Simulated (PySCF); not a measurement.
- GFN2-xTB geometry
- shielding tensors at PBE0/pcSseg-1 (GIAO)
- program: PySCF 2.14
- rapidly exchanging positions averaged, non-relativistic, single conformer, gas phase

References, each an isolated molecule treated in the same way: 1H (σ = 31.72 ppm) and 13C (σ = 186.93 ppm) vs TMS. Shifts are as computed. Against solution values, carbons near 30 ppm lie about +3 ppm off and those near 130 ppm about +5 ppm; carbons on Cl a further +6 ppm. Of 1211 compounds with measured shifts, 218 miss one by over three times the rms of a fit or turn the order of signals round; such compounds aren't used in these exercises. Carbons bonded to Cl come out too deshielded.

Q: Order these molecules by the shift of their most shielded carbon, lowest δ first.
A. C[C@@]12CC[C@@](Cl)(CC1=O)C2
B. C=N[C@]12C=C[C@@H]3[C@H](C=C1)[C@@H]32
C. Cc1cccc(C)c1C#N

A: A (16.9 ppm, methyl carbon), C (24.2 ppm, methyl carbon on an aromatic ring), B (46.7 ppm, three-membered-ring carbon).

Q: Order these molecules by the shift of their most deshielded carbon-bound hydrogen, lowest δ first.
A. C=C[C@@]1(C)C[C@@]1(C)C(=O)Cl
B. C[C@@]12CC[C@@](Cl)(CC1=O)C2
C. C=N[C@]12C=C[C@@H]3[C@H](C=C1)[C@@H]32

A: B (2.62 ppm, hydrogen on an sp3 CH2 α to a carbonyl), A (6.27 ppm, hydrogen on an alkene CH), C (7.54 ppm, hydrogen on a C=N carbon).

Q: How many 13C and 1H signals does each give (equivalence by symmetry and fast rotation, but not about amide C–N or C=N bonds)? `C[C@@]12CC[C@@](Cl)(CC1=O)C2`, `C=N[C@]12C=C[C@@H]3[C@H](C=C1)[C@@H]32`, `C=C[C@@]1(C)C[C@@]1(C)C(=O)Cl`, `Cc1cccc(C)c1C#N`

A: C[C@@]12CC[C@@](Cl)(CC1=O)C2: 8 C, 9 H; C=N[C@]12C=C[C@@H]3[C@H](C=C1)[C@@H]32: 6 C, 6 H; C=C[C@@]1(C)C[C@@]1(C)C(=O)Cl: 8 C, 7 H; Cc1cccc(C)c1C#N: 6 C, 3 H.
